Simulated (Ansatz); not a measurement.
`BOC([SiH3])Br` and `OC([SiH3])Br` differ in one atom or group.

Ansatz, PBE0-D4/def2-TZVP geometries, multiplicity 1. Each molecule was computed in one conformer, which needn't be the lowest.

Scalar relativity is left out up to krypton. Spin–orbit coupling is left out; it splits and shifts lone-pair levels of the heavy atoms by tenths of an eV.

| property | `BOC([SiH3])Br` |
| --- | --- |
| HOMO–LUMO gap (PBE/def2-TZVPP) / eV | 4.53 |
| LUMO energy (B3LYP/def2-TZVPP) / eV | -1.31 |
| HOMO energy (B3LYP/def2-TZVPP) / eV | -7.65 |
| LUMO energy (PBE0/def2-TZVPP) / eV | -1.08 |
| HOMO–LUMO gap (PBE0/def2-TZVPP) / eV | 6.80 |
| HOMO–LUMO gap (ωB97M-V/def2-TZVPP) / eV | 11.01 |

(1) Give the same properties after the change, and the shifts. (Estimate.)

Results:

(1) The calculation gave: 
```json
{"property": "HOMO–LUMO gap (PBE/def2-TZVPP) / eV", "`OC([SiH3])Br`": "5.05", "shift": "0.52"}
{"property": "LUMO energy (B3LYP/def2-TZVPP) / eV", "`OC([SiH3])Br`": "-0.78", "shift": "0.53"}
{"property": "HOMO energy (B3LYP/def2-TZVPP) / eV", "`OC([SiH3])Br`": "-7.58", "shift": "0.07"}
{"property": "LUMO energy (PBE0/def2-TZVPP) / eV", "`OC([SiH3])Br`": "-0.52", "shift": "0.56"}
{"property": "HOMO–LUMO gap (PBE0/def2-TZVPP) / eV", "`OC([SiH3])Br`": "7.29", "shift": "0.49"}
{"property": "HOMO–LUMO gap (ωB97M-V/def2-TZVPP) / eV", "`OC([SiH3])Br`": "11.43", "shift": "0.42"}
```

With PBE0 the HOMO rises by 0.07 eV and the LUMO rises by 0.56 eV, so the gap widens by about 0.49 eV. PBE moves the HOMO by 0.09 eV and ωB97M-V by 0.07 eV. The zero-point energy changes by -30.4 kJ/mol with -6 modes.

Positive LUMOs are unbound, so they and the gaps depend on the basis.

B3LYP here is the variant with VWN-RPA as its local correlation; programs differ in this.
